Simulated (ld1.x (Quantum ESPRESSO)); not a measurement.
**How hard is this carbon TM potential?**

```json
{
  "Element": "carbon (C)",
  "Generator": "ld1.x (Quantum ESPRESSO) 7.5",
  "Type": "norm-conserving Troullier–Martins (Kleinman–Bylander form)",
  "Functional": "LDA (PZ)",
  "Relativity": "scalar-relativistic",
  "Frozen core": "[He]",
  "Valence charge": "4",
  "Reference configuration": "2s2 2p1 (charge +1)",
  "Partial waves": "2s (bound): rc 1.05 bohr; 2p (bound): rc 1.95 bohr",
  "Local potential": "the p channel",
  "Core correction": "Bessel-smoothed model core inside 1.10 bohr"
}
```

The pseudo-atom Hamiltonian at the reference potential is diagonalised in spherical Bessel functions j_l(qr) that vanish at 20 bohr, with q² up to the cutoff. All-electron valence levels (Ry): 2s -1.8821, 2p -1.2585.

How do the lowest levels (Ry) of each channel move with the cutoff, and are there ghosts?

| cutoff (Ry) | s #1 | s #2 | p #1 | p #2 | d #1 | d #2 | f #1 | f #2 | Σ f·Δε (mRy) |
| --- | --- | --- | --- | --- | --- | --- | --- | --- | --- |
| 8 | -1.7932 | -0.3482 | -0.9126 | -0.2040 | -0.1447 | -0.0492 | -0.0430 | 0.0654 | 523.7 |
| 12 | -1.8075 | -0.3498 | -1.0595 | -0.2231 | -0.1452 | -0.0495 | -0.0430 | 0.0654 | 348.0 |
| 18 | -1.8395 | -0.3537 | -1.1903 | -0.2385 | -0.1455 | -0.0498 | -0.0430 | 0.0654 | 153.2 |
| 25 | -1.8612 | -0.3560 | -1.2455 | -0.2448 | -0.1457 | -0.0500 | -0.0430 | 0.0654 | 54.8 |
| 35 | -1.8772 | -0.3576 | -1.2579 | -0.2464 | -0.1458 | -0.0501 | -0.0430 | 0.0654 | 10.4 |
| 40 | -1.8795 | -0.3579 | -1.2582 | -0.2464 | -0.1458 | -0.0501 | -0.0430 | 0.0654 | 5.3 |
| 50 | -1.8802 | -0.3580 | -1.2583 | -0.2464 | -0.1458 | -0.0501 | -0.0430 | 0.0654 | 3.9 |
| 60 | -1.8803 | -0.3580 | -1.2584 | -0.2464 | -0.1458 | -0.0501 | -0.0430 | 0.0654 | 3.7 |
| 80 | -1.8811 | -0.3581 | -1.2585 | -0.2465 | -0.1458 | -0.0501 | -0.0430 | 0.0654 | 2.0 |
| 100 | -1.8818 | -0.3582 | -1.2585 | -0.2465 | -0.1458 | -0.0501 | -0.0430 | 0.0654 | 0.5 |
| 120 | -1.8820 | -0.3582 | -1.2585 | -0.2465 | -0.1458 | -0.0501 | -0.0430 | 0.0654 | 0.1 |
| 400 | -1.8821 | -0.3582 | -1.2585 | -0.2465 | -0.1458 | -0.0501 | -0.0430 | 0.0654 | 0.0 |

Result: no extra level below or beside the all-electron valence levels (s, p, d, f tested); 10 mRy is reached at 40 Ry and 1 mRy at 100 Ry.

Its largest configuration-test error is +333 meV.
